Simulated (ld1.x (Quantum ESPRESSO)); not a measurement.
# Mn: PAW pseudisation with PBE, scalar-relativistic reference atom.

manganese (Mn), PAW, made with ld1.x (Quantum ESPRESSO) 7.5 (PBE, scalar-relativistic). Core [Ne] 3s2, reference 3p6 3d5 4s2 4p0. Waves: 4s (bound): rcut 2.35, rcutus 2.75 bohr; 4s channel at 0.6 Ry: rcut 2.35, rcutus 2.75 bohr; 3p (bound): rcut 1.25, rcutus 1.60 bohr; 4p (bound, empty): rcut 1.25, rcutus 1.60 bohr; 3d (bound): rcut 1.35, rcutus 1.55 bohr; 3d channel at 0.75 Ry: rcut 1.35, rcutus 1.55 bohr. Local part: all-electron potential smoothed inside 2.35 bohr (lloc = -2). Core correction: Bessel-smoothed model core inside 0.95 bohr. Augmentation charge: PSQ, inside the norm-conserving radii.

All-electron outer shells of the reference configuration (PBE, scalar-relativistic, ld1.x):

| shell | level (eV) | outermost node (bohr) | outermost maximum (bohr) |
| --- | --- | --- | --- |
| 2p | -630.19 | – | 0.19 |
| 3s | -85.88 | 0.34 | 0.74 |
| 3p | -54.59 | 0.31 | 0.75 |
| 3d | -6.77 | – | 0.76 |
| 4s | -5.11 | 1.05 | 2.51 |
| 4p | -1.37 | 1.16 | 3.43 |

Q: Estimate the cutoffs (Ry, on a coarse ladder) from which the occupation-weighted sum of valence levels, in a spherical-Bessel basis at the reference potential, stays within 10 and 1 mRy of its value at 400 Ry.

A: 45 Ry and 80 Ry.

Q: What does a ghost test show?

A: No extra level below or beside the all-electron valence levels (s, p, d, f tested).

Q: Is the overlap operator S = 1 + Σ q|β⟩⟨β| positive definite (Bessel basis up to 400 Ry)?

A: Yes: its lowest eigenvalue is 0.10 (p channel).

Q: Which valence shell sets the plane-wave cutoff?

A: 3d: its level needs 45 Ry to come within 1 mRy, against 35 Ry for 3p.

Its largest configuration-test error is -5.1 meV (3p6 3d5 4s0 4p0). Test run stopped at test 5 of 7 (negative rho), 1 before it not solved. Not counted: 3p6 3d4 4s0 4p0 (solver errors, printed error -1257 eV).
